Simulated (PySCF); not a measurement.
FH₇OSi₃, SMILES O[SiH2][Si@H](F)[SiH3].

Geometry optimised at PBE0-D3(BJ)/def2-SVP. The structure was generated by enumeration; whether it is a known compound was not checked. The values are those of a single conformer.

Computed with PBE0-D3(BJ)/def2-SVP run with PySCF 2.14.0.

Frequencies are harmonic and unscaled.

```
mode  ν (cm⁻¹)  IR (km/mol)  Raman (Å⁴/amu)  depolarisation  moving atoms (share of kinetic energy)
----  --------  -----------  --------------  --------------  --------------------------------------
1           22          0.6             0.1            0.75         O 42 %, Si 26 %, H 22 %, F 10 %
2           74          0.4             0.4            0.63                 Si 44 %, O 34 %, H 16 %
3          130          0.6             0.0               –                                  H 95 %
4          152         13.5             0.9            0.68                 F 42 %, Si 32 %, H 21 %
5          159          1.1             1.0            0.64                 Si 40 %, F 32 %, H 28 %
6          208          5.7             2.1            0.75          O 33 %, Si 32 %, F 26 %, H 9 %
7          233        107.8             2.0            0.70                         H 81 %, Si 12 %
8          385          5.3            25.0            0.12                         Si 75 %, H 21 %
9          434         22.3             5.4            0.36                         H 85 %, Si 13 %
10         465          8.9             8.7            0.74                         Si 52 %, H 46 %
11         521         10.0             9.5            0.75                         H 54 %, Si 44 %
12         546         19.1             8.7            0.67                         H 69 %, Si 30 %
13         705        114.1             9.3            0.75                         H 84 %, Si 12 %
14         724        133.4            13.7            0.74                                  H 90 %
15         761        198.8            13.1            0.75                                  H 93 %
16         804         19.2            13.3            0.75                          H 83 %, F 14 %
17         841         40.6             6.3            0.34                 O 51 %, H 26 %, Si 20 %
18         856        257.6             4.9            0.74                 H 64 %, Si 19 %, F 14 %
19         881         93.6             2.4            0.70                 H 40 %, Si 30 %, F 26 %
20         924        150.7            15.7            0.75                         H 84 %, Si 11 %
21         927          7.2            21.4            0.75                         H 85 %, Si 10 %
22         937         45.5            18.9            0.74                          H 88 %, Si 8 %
23         968         73.7            15.3            0.75                          H 88 %, Si 9 %
24        2203        106.7           158.0            0.33                                  H 97 %
25        2204        105.6           149.0            0.34                                  H 97 %
26        2216        142.2           108.8            0.62                                  H 97 %
27        2223         45.9           417.1            0.04                                  H 98 %
28        2235         73.6           127.6            0.64                                  H 96 %
29        2242        102.0            72.4            0.71                                  H 96 %
30        3923        119.3           143.9            0.29                                  H 94 %
```
